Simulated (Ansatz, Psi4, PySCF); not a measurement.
disilylmethane (CH8Si2), singlet, geometry from GFN2-xTB. Base run: MP2/cc-pVDZ in PySCF.

Here is a job for PySCF.
```python
from pyscf import gto, scf, mp

mol = gto.M(
    atom='''
Si    1.46950070    0.67524300   -0.00431472
C     0.24995850   -0.77336248   -0.14074454
Si   -1.58286457   -0.32449931    0.06814671
H     2.83970087    0.18299439   -0.18517777
H     1.18101404    1.66895244   -1.04054280
H     1.35867644    1.29737643    1.31671504
H     0.51380546   -1.52489859    0.60468436
H     0.38453397   -1.25453083   -1.11051382
H    -1.98252766    0.63279647   -0.96544211
H    -1.80486526    0.26122046    1.39181573
H    -2.40299462   -1.53414758   -0.06071914
''',
    basis='cc-pvdz',
    verbose=4,
)

mf = scf.RHF(mol)
mf.kernel()

pt = mp.MP2(mf)
pt.kernel()
print('E(MP2) = %.10f' % pt.e_tot)
```

The same geometry, method and basis name were run in Ansatz (an electronic-structure program) and Psi4 and PySCF, at each program's defaults and at the settings that a row names. The base is PySCF at its defaults. Differences at the defaults can come from grids, fitting, cores and function types together.

| code and settings | ΔE vs base (mEh) | basis functions | E (Eh) | SCF cycles |
|---|---|---|---|---|
| PySCF, defaults (exact integrals, spherical functions, all electrons correlated) | 0.000 | 90 | -620.76104 | 9 |
| Psi4, defaults (density fitting with its default set, spherical functions, all electrons correlated) | ___ | 90 | ___ | 10 |
| Ansatz, defaults (factorised integrals, spherical functions, frozen core) | 18.428 | 90 | -620.74262 | - |
| PySCF, frozen core | 18.421 | 90 | -620.74262 | 9 |
| Psi4, exact integrals, spherical functions, frozen core | 18.421 | 90 | -620.74262 | 10 |
| Ansatz, high accuracy, frozen core | 18.421 | 90 | -620.74262 | - |

Task: Complete the blanks.

Result: 
- Psi4, defaults (density fitting with its default set, spherical functions, all electrons correlated), ΔE vs base (mEh): 0.307
- Psi4, defaults (density fitting with its default set, spherical functions, all electrons correlated), E (Eh): -620.76074
